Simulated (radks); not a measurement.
The numbers below are computed, except where a source is named.
Ta+, configuration [Xe] 4f14 5d3 6s1. Code: a radial shooting solver on a logarithmic mesh with Libxc functionals. Model: scalar-relativistic Kohn-Sham, Slater X-alpha with alpha = 0.745, spin-unpolarised, spherical densities, point nucleus.

Normalised radial functions P(r) = r R(r), r in bohr:

```
   r/bohr * 6s (the largest magnitude, 0.656, reaches the edge; | marks zero)
 0.003137                             | *
 0.004251                             | *
 0.005761                             | *
 0.007808                             |  *
  0.01058                             | *
  0.01434                             | *
  0.01944                             |*
  0.02634                            *|
   0.0357                          *  |
  0.04838                         *   |
  0.06557                          *  |
  0.08816                             *
   0.1195                             |   *
   0.1619                             |     *
   0.2195                             |*
   0.2974                       *     |
   0.4031                      *      |
   0.5463                             |*
   0.7404                             |           *
    1.003                             |          *
     1.36                           * |
    1.843           *                 |
    2.498  *                          |
    3.385     *                       |
    4.588                *            |
    6.218                        *    |
    8.427                            *|
```

6s: eigenvalue -11.410 eV, 5 radial nodes at r = 0.0222, 0.0886, 0.229, 0.528, 1.31 bohr, <r> = 3.05 bohr, 90 % of the charge inside 4.44 bohr.
